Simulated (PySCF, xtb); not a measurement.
C₂H₈F₂Si₂, SMILES CC([SiH2]F)[SiH2]F.

GFN2-xTB (xtb) at its own geometry gives an orbital gap of 5.47 eV and a dipole moment of 2.03 D.

Geometry: B3LYP-D3(BJ)/def2-SVP. This is a generated structure with no PubChem entry under its InChIKey; it may be hypothetical. One conformer was computed; it need not be the lowest.

### Question
What does PySCF with HF/def2-TZVP give? (The exact figures need the calculation; the answer reports its results.)

### Answer
gap 14.50 eV (levels -11.59 and 2.91 eV), dipole 3.07 D.
